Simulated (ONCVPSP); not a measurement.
Hg (Z = 80): one change to an ONCV potential, before and after

```
Element                 : Hg (Z = 80)
Generator               : ONCVPSP 4.0.1
Type                    : optimised norm-conserving Vanderbilt (ONCV)
Functional              : PW91
Relativity              : scalar-relativistic
Frozen core             : [Xe] 4f14
Valence charge          : 12
Reference configuration : 5d10 6s2
Partial waves           : 6s: rc 1.80 bohr, ncon 4, nbas 9, qcut 3.1 1/bohr, 2 projectors, debl 1.8 Ha; p scattering state at 0.39 Ha: rc 2.25 bohr, ncon 4, nbas 8, qcut 3.3 1/bohr, 1 projector; 5d: rc 2.15 bohr, ncon 4, nbas 9, qcut 7.4 1/bohr, 3 projectors, debl 1.8 Ha
Local potential         : polynomial inside 1.45 bohr (lpopt 5, dvloc0 6 Ha)
Core correction         : Teter function, fcfact 1.75, rcfact 1.75
```

In the p channel the program set the typed energies aside and used 0.050 Ha.

All-electron outer shells of the reference configuration (PW91, scalar-relativistic, ld1.x):

```csv
shell,level (eV),outermost node (bohr),outermost maximum (bohr)
5p,-66.59,0.50,0.93
5d,-9.92,0.55,1.17
6s,-6.89,1.08,2.21
```

Change: local potential polynomial inside 1.45 bohr (lpopt 5, dvloc0 5 Ha).

Cutoffs: the cutoffs (Ha) at which the residual kinetic energy of the hardest occupied pseudo-wave falls to 1 and 0.1 mHa per electron; they do not see the model core or the augmentation charge, which bear on the density cutoff. Errors are all-electron minus pseudo energies relative to the spin-unpolarised reference configuration.

Q: What does the change do?

A: The potential gets neither clearly harder nor softer (19 Ha and 66 Ha → 19 Ha and 66 Ha); the lowest positive-energy flag moves from s at 40.4 eV to p at 23.6 eV; the errors of the 4 common tests hardly move; the range in which the s phases agree narrows (upper end at the end of the scan → 1.0); neither file shows a bound ghost.

```tsv
quantity	base	changed
cutoff, loose	19 Ha	19 Ha
cutoff, tight	66 Ha	66 Ha
bound ghosts	none	none
GHOST(+) flags under 300 eV	s at 40.4 eV	p at 23.6 eV, s at 28.1 eV
error for 5d10 6s1, meV [ΔE 10.77 eV]	-23	-23
error for 5d10 6s0, meV [ΔE 29.84 eV]	-132	-132
error for 5d9 6s0, meV [ΔE 65.45 eV]	-272	-272
error for 5d10 6s0 6p2, meV [ΔE 12.65 eV]	-35	-35
s: phases at 1.83 bohr within 0.05 rad from the reference energy up to (Ha; the scan ends near 5)	to the end of the scan	1.0
p: phases at 2.28 bohr within 0.05 rad from the reference energy up to (Ha; the scan ends near 5)	0.5	0.4
d: phases at 2.19 bohr within 0.05 rad from the reference energy up to (Ha; the scan ends near 5)	to the end of the scan	to the end of the scan
rms error of d²Exc/dni dnj with the model core, mHa	0.95	0.95
```

Base: The cutoffs count occupied waves only; projector 2 of the s channel, the hardest unoccupied one, needs 86 Ha at the loose tolerance. Changed file: The cutoffs count occupied waves only; projector 2 of the s channel, the hardest unoccupied one, needs 86 Ha at the loose tolerance.
